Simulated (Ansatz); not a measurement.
A nudged elastic band was laid between two geometries of C$_{2}$H$_{9}$NSi$_{2}$ (14 atoms, charge 0, multiplicity 1).

Method: Ansatz, RKS B3LYP/def2-SVP.

* movable images: 9
* climbing image: yes
* spring: 5.0 eV/Å²
* optimiser: quadratic models (default)
* start path: IDPP
* force threshold: 0.05 eV/Å
* iteration limit: 52
* end points: relaxed

First end point:

```xyz
14
Properties=species:S:1:pos:R:3
C -2.333 -0.354 -0.865
Si -0.629 -1.071 -0.452
Si 0.561 0.221 1.098
C 1.834 1.406 0.414
N 2.326 0.191 1.102
H -2.847 -0.986 -1.607
H -2.968 -0.302 0.034
H -2.244 0.662 -1.281
H 0.223 -1.135 -1.680
H -0.785 -2.468 0.062
H -0.052 0.443 2.436
H 1.950 1.466 -0.679
H 2.081 2.352 0.916
H 2.869 -0.454 0.531
```

Last end point:

```xyz
14
Properties=species:S:1:pos:R:3
C -2.235 -0.218 -1.131
Si -0.536 -0.956 -0.735
Si 0.456 -0.012 1.166
C 1.727 1.328 0.884
N 2.214 0.003 1.328
H -2.943 -0.391 -0.304
H -2.166 0.868 -1.302
H -2.654 -0.684 -2.037
H 0.415 -0.714 -1.865
H -0.661 -2.437 -0.562
H -0.279 -0.111 2.457
H 1.932 1.634 -0.154
H 1.888 2.144 1.603
H 2.830 -0.484 0.679
```

What changes between the two ends?

No bond is made or broken. The dihedral H7–C1–Si2–Si3 goes from -61 to 59°. The two ends are copies of one structure, up to a mirror image or an exchange of like atoms.

Give the energies along the band, and the barrier.

The forces met the threshold. The highest image is number 5 of 0 to 10, 0.070 eV above the ends, which have the same energy within 2 meV. A vibrational analysis at the climbing image gives one clearly imaginary mode, 165i cm⁻¹: a first-order saddle point.

```json
{"image": "0", "path coordinate (Å)": "0.00", "energy (eV)": "0.000", "dihedral H7–C1–Si2–Si3 (°)": "-61"}
{"image": "1", "path coordinate (Å)": "0.36", "energy (eV)": "0.006", "dihedral H7–C1–Si2–Si3 (°)": "-49"}
{"image": "2", "path coordinate (Å)": "0.72", "energy (eV)": "0.023", "dihedral H7–C1–Si2–Si3 (°)": "-37"}
{"image": "3", "path coordinate (Å)": "1.07", "energy (eV)": "0.044", "dihedral H7–C1–Si2–Si3 (°)": "-25"}
{"image": "4", "path coordinate (Å)": "1.43", "energy (eV)": "0.063", "dihedral H7–C1–Si2–Si3 (°)": "-13"}
{"image": "5", "path coordinate (Å)": "1.79", "energy (eV)": "0.070", "dihedral H7–C1–Si2–Si3 (°)": "-1"}
{"image": "6", "path coordinate (Å)": "2.15", "energy (eV)": "0.062", "dihedral H7–C1–Si2–Si3 (°)": "11"}
{"image": "7", "path coordinate (Å)": "2.51", "energy (eV)": "0.044", "dihedral H7–C1–Si2–Si3 (°)": "24"}
{"image": "8", "path coordinate (Å)": "2.87", "energy (eV)": "0.023", "dihedral H7–C1–Si2–Si3 (°)": "36"}
{"image": "9", "path coordinate (Å)": "3.23", "energy (eV)": "0.006", "dihedral H7–C1–Si2–Si3 (°)": "48"}
{"image": "10", "path coordinate (Å)": "3.58", "energy (eV)": "0.000", "dihedral H7–C1–Si2–Si3 (°)": "59"}
```

What is the geometry of the highest image?


```xyz
14
Properties=species:S:1:pos:R:3
C -2.258 -0.228 -1.102
Si -0.547 -0.965 -0.710
Si 0.472 0.002 1.164
C 1.741 1.336 0.842
N 2.231 0.016 1.299
H -3.030 -1.012 -1.085
H -2.548 0.553 -0.382
H -2.256 0.226 -2.106
H 0.400 -0.750 -1.848
H -0.659 -2.442 -0.506
H -0.245 -0.071 2.466
H 1.932 1.626 -0.203
H 1.913 2.161 1.547
H 2.840 -0.482 0.651
```

What are the harmonic wavenumbers there?

165i, 40, 102, 143, 213, 408, 449, 506, 602, 633, 674, 685, 712, 741, 767, 819, 857, 883, 942, 990, 1026, 1080, 1229, 1273, 1440, 1441, 1450, 2195, 2196, 2223, 3039, 3054, 3130, 3133, 3136, 3551 cm⁻¹.

Run time: 2.1 min on 2 threads of Arm Neoverse V1, with other jobs on the host, peak memory 0.29 GiB.
